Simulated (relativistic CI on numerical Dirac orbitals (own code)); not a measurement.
## Hyperfine structure of Nd19+, mass number 143

Method of calculation: Dirac-Coulomb-Breit CI, orbitals from a KLI potential per configuration, QED by a radiative potential, unscaled Slater integrals (own radial code, finite nucleus).

Configurations in the expansion (outside the closed core [Ar] 3d10): 4s²4p⁶4d⁵, 4s²4p⁵4d⁶, 4s²4p⁶4d⁴4f, 4s4p⁶4d⁵4f, 4p⁶4d⁷, 4p⁵4d⁸, 4s²4p⁶4d³5s², 4s²4p⁶4d²4f5s², 4s4p⁶4d³4f5s². Double excitations out of closed p, d and f shells are left out; levels of such configurations are missing from the list, as are those of other unlisted configurations, and high levels can miss mixing partners.

Nuclear spin I = 7/2, μ = -1.065 μN, Q = -0.61 b (tables of Stone and Pyykkö). The electronic factors are computed for point nuclear moments, without core polarisation or the Bohr-Weisskopf and QED corrections.

| Level | E (cm⁻¹) | A (MHz) | B (MHz) |
| --- | --- | --- | --- |
| 4s²4p⁶4d⁵ ⁴G7/2 | 62326.2 | -1295 | -3400 |
| 4s²4p⁶4d⁵ ⁴G11/2 | 65779.0 | -1475 | 84.1 |
| 4s²4p⁶4d⁵ ⁴G9/2 | 70540.3 | -1351 | -2820 |
| 4s²4p⁶4d⁵ ⁴P1/2 | 76362.7 | 351 |  |
| 4s²4p⁶4d⁵ ⁴D7/2 | 88033.8 | -1151 | -148 |
| 4s²4p⁶4d⁵ ²I11/2 | 99690.9 | -1583 | -272 |
| 4s²4p⁶4d⁵ ⁴D1/2 | 103753.4 | -2947 |  |

Levels with J = 0, under 50 % of one LS term, or S terms without an open s electron are left out. Small factors come from cancelling terms and can be off by tens of per cent or more.

At this charge energies of transitions that change n are usually good to better than 1 %, and those within a shell (Δn = 0) to a few per cent. Terms inside the open d or f shell come out 10 to 20 % too wide with unscaled integrals.

(1) Give the hyperfine levels of 4s²4p⁶4d⁵ ⁴G7/2 relative to its centre of gravity.

## Answers

(1) With K = F(F + 1) − I(I + 1) − J(J + 1), E = AK/2 + B[¾K(K + 1) − I(I + 1)J(J + 1)]/[2I(2I − 1)J(2J − 1)]: F = 0: 18580, F = 1: 17630, F = 2: 15670, F = 3: 12540, F = 4: 8057, F = 5: 1927, F = 6: -6194, F = 7: -16720 MHz.

LS names give the leading component of a level, which can be under half, so a name can repeat, a term be missing and a line seem to break the LS rules.
